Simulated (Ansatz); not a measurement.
Basis-set extrapolation for `OB(F)CF` (PBE0-D4/def2-TZVP geometry, frozen core, the Gaussian-basis code of Ansatz). Multiplicity 1, RHF reference.

```csv
,def2-TZVPP,def2-QZVPP
HF,-338.311053,-338.326424
MP2 correlation,-0.997447,-1.083441
CCSD(T) correlation,-1.048296,not run
```

Energies in hartree. Use E(X) = E(∞) + A·exp(−7.88·√X) for Hartree–Fock and E(X) = E(∞) + B·X^(−2.97) for correlation, with X = 3 and 4, and add CCSD(T) minus MP2 of the smaller set to the MP2 limit.

What is the CCSD(T) energy at the basis-set limit?

HF limit: -338.326424 + (-0.015371) × 0.13774 = -338.32854. MP2 limit: -1.083441 + (-0.085994) × 0.74074 = -1.14714. Higher-order term: -1.048296 − (-0.997447) = -0.05085. Total: -339.52653 hartree, 438.9 kJ/mol below CCSD(T)/def2-TZVPP.
